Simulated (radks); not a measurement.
Values are calculated unless marked as measured or tabulated.
Numerical settings for neutral fluorine, [He] 2s2 2p5. Level of theory: scalar-relativistic Kohn-Sham, r2SCAN, spin-polarised, spherical densities, finite nucleus; open shells are filled with parallel spins first; meta-GGA in the generalised Kohn-Sham scheme; Fermi nuclear charge, rms radius 2.8976 fm (a radial shooting solver on a logarithmic mesh with Libxc functionals). The defaults (mesh step 0.008 in ln r, mesh end at 40 bohr or more with all orbitals vanishing there, Anderson mixing 0.5 over 9 steps, residual threshold near 1e-9 with the energy settled to 1e-9 hartree or 1e-11 of itself, here a cap of 56 iterations) give E = -99.797 hartree and 2p at -10.357 eV in 17 iterations. Run on one thread of a shared host, so times are rough (Arm Neoverse V1): 0.11 s of CPU time, 0.11 s wall, 17 iterations on 2208 mesh points. Changes against that run (0 stands for a change within the tolerance of the run):

setting                     iterations         converged  E (mhartree)  e(2p) (meV)  CPU (s)
mesh step in ln r 0.08              13               yes         -2.41       -0.142     0.02
mesh step in ln r 0.05              12               yes        -0.103      +0.0311     0.02
mesh step in ln r 0.012             13               yes             0     -0.00376     0.06
mesh end (bohr) 8                   17               yes       +0.0113        +1.46      0.1
mesh end (bohr) 2                   14  level above zero     +1.61e+03    +2.17e+04     0.07
residual threshold 0.01             10               yes             0       -0.556     0.07
residual threshold 1e-13            56                no             0            0     0.27
mixing 2.5                          56                no             0      +0.0132     0.32
linear mixing, mixing 0.05          56                no        +0.301         -759     0.33
linear mixing, mixing 0.2           56                no             0      -0.0739     0.32
mixing history 3                    33               yes             0            0     0.19
iteration cap 5                      5                no        +0.106         +176     0.04

Settled on a wrong energy, with an occupied level pushed above zero by the early mesh end: mesh end (bohr) 2 (+1.61 hartree). Apart from these: settings that end as converged yet miss the energy by more than 1 mhartree: mesh step in ln r 0.08 (-0.00241 hartree). A mesh that ends early acts as a hard wall.
